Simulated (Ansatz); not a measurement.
Reaction (ligand exchange at a Ge–O bond): `[NH2][GeH2][O][GeH2][NH2]` + H–F → `[NH2][GeH2][F]` + `[NH2][GeH2][OH]`

Gas-phase electronic energies from Ansatz, PBE0-D4/def2-TZVP geometries. CCSD(T)/CBS is the MP2 limit (def2-TZVPP, def2-QZVPP) plus CCSD(T) − MP2 in def2-TZVPP, frozen cores. This one scheme is used for every species. Functionals use def2-TZVPP. B3LYP here is the variant with VWN-RPA as its local correlation; programs differ in this. For Ge outer-core shells are correlated without core-valence functions, which leaves a few kJ/mol of doubt a bond. Scalar relativity is left out up to krypton. Each species was taken in one conformer, which may not be the lowest.

| level | ΔE (kJ/mol) | difference from CCSD(T)/CBS |
| --- | --- | --- |
| PBE-D4 | -20.2 | -8.8 |
| r2SCAN-D4 | -22.4 | -11.0 |
| PBE0-D4 | -17.2 | -5.8 |
| B3LYP-D4 | -19.0 | -7.6 |
| ωB97X-V | -21.7 | -10.3 |
| ωB97M-V | -19.9 | -8.5 |
| B2PLYP | -24.2 | -12.8 |
| PBE | -29.9 | -18.5 |
| r2SCAN | -25.2 | -13.8 |
| PBE0 | -26.0 | -14.6 |
| B3LYP | -34.4 | -23.0 |
| HF/def2-TZVPP | -32.7 | -21.3 |
| MP2/def2-TZVPP | -7.4 | 4.0 |
| SCS-MP2/def2-TZVPP | -13.1 | -1.7 |
| CCSD/def2-TZVPP | -13.6 | -2.2 |
| CCSD(T)/def2-TZVPP | -10.1 | 1.3 |
| HF/def2-QZVPP | -34.8 | -23.4 |
| MP2/def2-QZVPP | -8.9 | 2.5 |
| SCS-MP2/def2-QZVPP | -14.9 | -3.5 |
| HF/CBS(def2) | -35.0 | -23.6 |
| MP2/CBS(def2) | -8.8 | 2.6 |
| CCSD/CBS(def2) | -15.0 | -3.6 |
| CCSD(T)/CBS | -11.4 | 0 |

Largest T1 diagnostic among the species: 0.012.

From PBE to PBE0 (25 % exact exchange), in def2-TZVPP and without D4, ΔE moves by +3.9 kJ/mol. In def2-TZVPP, CCSD(T) changes the Hartree–Fock value by +22.6 kJ/mol (the triples alone add +3.6 kJ/mol) and MP2 by +25.3 kJ/mol. The D4 term adds +15.3 kJ/mol with B3LYP and +8.8 kJ/mol with PBE0; it sums over pairs of atoms, weighted by their polarisabilities, and B3LYP, whose exchange is more repulsive, gets the larger term.
